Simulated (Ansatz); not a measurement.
Reaction (formal exchange of groups at the Se–Ge bond): `[Cl][GeH2][SeH]` + `CC=S` → `CC(=S)[SeH]` + `[Cl][GeH3]`

Program: Ansatz. Geometries: PBE0-D4/def2-TZVP. ΔE: electronic, gas phase. CCSD(T)/CBS adds triple-zeta CCSD(T) − MP2 to the extrapolated MP2 energy (def2 sets, frozen cores). For Ge, Se outer-core shells are correlated without core-valence functions, which leaves a few kJ/mol of doubt a bond. Scalar relativity is left out up to krypton. One conformer a species, not always the lowest.

```json
{"level": "HF/CBS(def2)", "ΔE (kcal/mol)": "21.5"}
{"level": "MP2/CBS(def2)", "ΔE (kcal/mol)": "15.3"}
```

Problem. What does CCSD(T)/CBS give? (Best estimate.)

Solution. The calculation gave: +16.7 kcal/mol. The listed levels differ from it by 4.8, -1.4 kcal/mol.

Largest T1 diagnostic among the species: 0.016.

The D4 term adds −0.9 kcal/mol with B3LYP and −0.5 kcal/mol with PBE0; it sums over pairs of atoms, weighted by their polarisabilities, and B3LYP, whose exchange is more repulsive, gets the larger term. From PBE to PBE0 (25 % exact exchange), in def2-TZVPP and without D4, ΔE moves by +2.1 kcal/mol.

B3LYP here is the variant with VWN-RPA as its local correlation; programs differ in this.
